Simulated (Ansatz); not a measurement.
Input for Ansatz (development build ahead of 0.2.0):

```yaml
crystal:
  periodic: [false, false, false]
  atoms:
    - { symbol: Cr, position_ang: [0.0, 0.0, 0.0] }
    - { symbol: O, position_ang: [0.0, 0.0, 3.24] }
basis:
  gaussian: { orbitals: def2-SVP }
magnetization:
  spin_polarized: true
  initial_magnetization: 4
hamiltonian:
  xc: pbe0
scf:
  omitted_lower_state_checks: [stability, starts, atomic_configurations, cluster_reference, orbital_swaps, given_window_search, neighbouring_geometries, increment]
output:
  forces: true
```

The input is written out in the form of the current development build from the run's settings.

Output:

- Converged: yes
- Total energy: -1119.02464 hartree
- Spin squared of the determinant: 7.669

Forces (eV/Å):
```csv
atom,Fx,Fy,Fz
Cr1,0.000,0.000,0.822
O2,0.000,0.000,-0.822
```

Caution: the unrestricted determinant is a mixture of spin states.
